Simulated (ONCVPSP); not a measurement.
What one change does to a pseudopotential (Si (Z = 14), ONCV)

ONCVPSP 4.0.1 input, shortened (lines: element, Z, core and valence counts, functional; n l f; lmax; l rc ep ncon nbas qcut; lloc lpopt rc5 dvloc0; l nproj debl; icmod fcfact rcfact), PBE, scalar-relativistic:

```
  Si 14.00    3    2        4      upf
    1    0    2.00
    2    0    2.00
    2    1    6.00
    3    0    1.75
    3    1    2.25
    1
    0    1.75    0.00    3    7    4.60
    1    1.60    0.00    4    8    4.40
    4    5    1.50    0.00
    0    2    2.00
    1    2    2.80
    0    0.00    0.00
```

Change: p: debl 0.25.

Cutoffs: the cutoffs (Ha) at which the residual kinetic energy of the hardest occupied pseudo-wave falls to 1 and 0.1 mHa per electron; they do not see the model core or the augmentation charge, which bear on the density cutoff. Errors are all-electron minus pseudo energies relative to the spin-unpolarised reference configuration.

Problem. How do hardness, ghosts and transferability respond?

Solution. The potential gets neither clearly harder nor softer (7.8 Ha and 12 Ha → 7.8 Ha and 12 Ha); a bound ghost appears in p, which as a rule spoils a file; the errors of the 4 common tests hardly move; the range in which the p phases agree narrows (upper end 4.8 → 3.1).

| quantity | base | changed |
| --- | --- | --- |
| cutoff, loose | 7.8 Ha | 7.8 Ha |
| cutoff, tight | 12 Ha | 12 Ha |
| bound ghosts | none | p |
| GHOST(+) flags under 300 eV | s at 166.1 eV | s at 166.1 eV |
| error for 3s2 3p2, meV [ΔE -1.69 eV] | +0.1 | +0.1 |
| error for 3s2 3p1, meV [ΔE 6.05 eV] | -2.3 | -2.4 |
| error for 3s2 3p0, meV [ΔE 22.04 eV] | -9.3 | -9.3 |
| error for 3s1 3p0, meV [ΔE 56.02 eV] | +55 | +55 |
| s: phases at 1.78 bohr within 0.05 rad from the reference energy up to (Ha; the scan ends near 5) | 3.9 | 3.9 |
| p: phases at 1.63 bohr within 0.05 rad from the reference energy up to (Ha; the scan ends near 5) | 4.8 | 3.1 |

Base: The cutoffs count occupied waves only; projector 2 of the p channel, the hardest unoccupied one, needs 92 Ha at the loose tolerance. A true bound ghost makes a file unfit for plane-wave use even where its test errors are small: the radial tests pick states by their node count and pass the ghost by.
